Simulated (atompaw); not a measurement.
Reading a pseudo-wave (S (Z = 16))

Columns: radius, all-electron u(r) and pseudo u(r) of the 3s shell (level -52.12 eV) of sulfur in the configuration [Ne] 3s2 3p1; LDA (PW92), non-relativistic, PAW (atompaw) scheme, atompaw 4.2.0.5.

```tsv
r (bohr)	all-electron	pseudo
0.052	0.2486	0.0362
0.104	0.1096	0.0728
0.156	-0.1115	0.1098
0.208	-0.2983	0.1477
0.260	-0.4154	0.1865
0.312	-0.4613	0.2265
0.363	-0.4481	0.2669
0.415	-0.3894	0.3092
0.467	-0.2990	0.3527
0.519	-0.1886	0.3971
0.571	-0.0677	0.4423
0.623	0.0565	0.4880
0.675	0.1787	0.5337
0.727	0.2949	0.5791
0.779	0.4026	0.6236
0.831	0.5002	0.6667
0.883	0.5868	0.7078
0.935	0.6621	0.7464
0.987	0.7261	0.7820
1.038	0.7782	0.8133
1.090	0.8211	0.8411
1.142	0.8542	0.8643
1.194	0.8783	0.8825
1.246	0.8941	0.8954
1.298	0.9026	0.9028
1.350	0.9044	0.9044
```

How many radial nodes do the two functions have?

The all-electron 3s function has n − l − 1 = 2; the pseudo-wave has 0, since the states of the same l below it are removed with the core.

Is the pseudo-wave norm-conserving?

No, it belongs to a PAW set: the norm inside the radius is not constrained, and the difference is carried by the augmentation charge.
